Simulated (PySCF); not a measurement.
Gas-phase reaction: 4 F + 3 GeH₂Cl₂ → GeF₄ + Ge₂H₆ + 3 Cl₂

Energies from PySCF, thermal terms from the rigid-rotor harmonic-oscillator model, ideal gas at 1 bar. † marks an energy on the PBE0/def2-TZVP geometry and frequencies; other levels use their own. MP2 freezes the core. 6-31G* has spherical d functions here. Open shells (unrestricted): F (multiplicity 2, electronic degeneracy 6); the rest are closed-shell singlets. Spin-orbit splitting is ignored; it lowers the true energy and changes the entropy of F. B3LYP is the form with VWN-RPA correlation. Ge: all electrons, no relativistic terms. MP2 isn't extrapolated to the basis-set limit; its ΔH°(298 K) is -620.8 kJ in def2-SVP and -741.7 kJ in def2-TZVPP. The harmonic model lacks anharmonicity and excited electronic states, which grow with temperature; levels with a mode under 35 cm⁻¹ are left out. Internal rotation in Ge₂H₆ is treated as a harmonic vibration of one conformer, which makes the entropy rough.

```
level               ΔE electronic, kJ  ΔH°(298 K), kJ  ΔS°(298 K), J/K  ΔG°(1600 K), kJ
------------------  -----------------  --------------  ---------------  ---------------
B3LYP/6-31G*                     -676            -673             -272             -224
M06-2X/def2-TZVP†                -711            -707             -273             -255
MP2/def2-TZVPP†                  -745            -742             -273             -290
PBE/def2-SVP                     -776            -773             -268             -331
PBE/def2-TZVP†                   -816            -812             -273             -360
PBE0/def2-QZVP†                  -699            -695             -273             -244
PBE0/def2-SVP†                   -609            -605             -273             -153
PBE0/def2-TZVP                   -681            -678             -273             -226
r2SCAN/def2-TZVP†                -704            -700             -273             -248
ωB97M-V/def2-TZVP†               -708            -704             -273             -252
```
ΔH° is lowest at PBE/def2-TZVP† and highest at PBE0/def2-SVP†. No reference value is set beside these.
